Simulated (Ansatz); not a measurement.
F2H2MoO3 (`[O]=[Mo]([OH])([OH])([F])[F]`). The species carries charge 0 and has multiplicity 1. Correlated methods include outer-core shells of Mo, which these sets cover unevenly. Mo: def2 effective core potential.

```xyz
8

O    -1.5089    0.0623    1.2607
Mo   -0.1138   -0.0177    0.3839
O     0.3775    1.7565    0.1333
O     0.0001   -1.7958   -0.1429
F    -0.5703    0.1735   -1.4533
F     1.2334   -0.2566    1.6134
H     0.5154    2.1493   -0.7335
H     0.0666   -2.0715   -1.0617
```

Problem. Give the diagnostics of a CCSD(T)/def2-TZVPP run (frozen core, Ansatz 0.2.0). (Best estimate.)

Solution. Computed: T1 = 0.0242, largest single amplitude 0.063, largest double 0.040, (T) share of the correlation energy 5.0 %, 15 CCSD cycles. The RHF solution is stable towards an unrestricted one. T1 lies over the customary mark of 0.02 for closed shells; compounds of d metals often pass it without a breakdown.
